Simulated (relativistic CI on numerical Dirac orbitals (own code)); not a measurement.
Crystal-field levels of Zn3+, 3d9

Calculated by Dirac-Coulomb-Breit CI, orbitals from a KLI potential per configuration, model QED (radiative potential, 1s self-energy scaled to tabulated hydrogen-like ionisation energies), valence Slater integrals scaled by 0.8, one configuration in a parametric crystal field (own radial code).

Field parameters in Wybourne normalisation: D3d B²₀ = −7Dσ, B⁴₀ = −14Dq − 21Dτ, B⁴₃ = −14√(10/7) Dq; Td as Oh with Dq negative (B⁴₀ = 21Dq, B⁴₄ = √(5/14) B⁴₀). The field is a parameter set, without covalency.

S and J are read from ⟨S²⟩ = S(S + 1) and ⟨J²⟩ = J(J + 1) of each level; they are not fictitious spins.

Td, 10Dq = -8450 cm⁻¹, the lowest 3 levels:

```tsv
E (cm⁻¹)	Degeneracy	Irrep	S	J
0.0	2	Γ7	0.50	2.50
1394	4	Γ8	0.50	2.11
9732	4	Γ8	0.50	1.99
```

Principal g values of the ground doublet: 2.00, 2.00, 2.00.

Td, 10Dq = -6950 cm⁻¹, the lowest 3 levels:

```csv
E (cm⁻¹),Degeneracy,Irrep,S,J
0.0,2,Γ7,0.50,2.50
1348,4,Γ8,0.50,2.14
8278,4,Γ8,0.50,1.96
```

Principal g values of the ground doublet: 2.00, 2.00, 2.00.

D3d, 10Dq = 12700, Dσ = 380, Dτ = -380 cm⁻¹, the lowest 5 levels:

| E (cm⁻¹) | Degeneracy | Irrep | S | J |
| --- | --- | --- | --- | --- |
| 0.0 | 2 | Γ4 | 0.50 | 2.30 |
| 362 | 2 | Γ5+Γ6 | 0.50 | 2.18 |
| 10347 | 2 | Γ4 | 0.50 | 2.41 |
| 12574 | 2 | Γ4 | 0.50 | 1.89 |
| 12843 | 2 | Γ5+Γ6 | 0.50 | 1.91 |

Principal g values of the ground doublet: 0.30, 0.30, 3.03.

The free-ion ground term has S = 1/2. Every field shown keeps that spin.

Levels of this model without a field, named by their leading LS term (the scale mimics covalency, so terms lie below those of the real free ion): ²D5/2 0, ²D3/2 2675 cm⁻¹.
